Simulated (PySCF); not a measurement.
Level of theory: PySCF with PBE-D3(BJ)/def2-TZVP // PBE0-D3(BJ)/def2-SVP. Isolated molecules, 0 K electronic values unless said otherwise. One relaxed conformer stands for a flexible species; it need not be the lowest. 

Reference species (SMILES): `[Cl][Sn]([Cl])([Cl])[Cl]` (neutral, multiplicity 1).

S1 oscillator strength: 0.000
LUMO: -4.35 eV
HOMO–LUMO gap: 3.96 eV

Changed species: `[Sn]([CH2]C)([CH2]C)([CH2]C)[CH2]C` (4 of 4 Cl replaced by C2H5; the reference has 0 of 4 Cl replaced by C2H5).

### Question
Give the shifts of the S1 oscillator strength, LUMO and HOMO–LUMO gap.

### Answer
the S1 oscillator strength rises by 0.011, to 0.011; the LUMO goes up by 4.13 eV, to -0.22 eV; the HOMO–LUMO gap rises by 1.67 eV, to 5.63 eV.
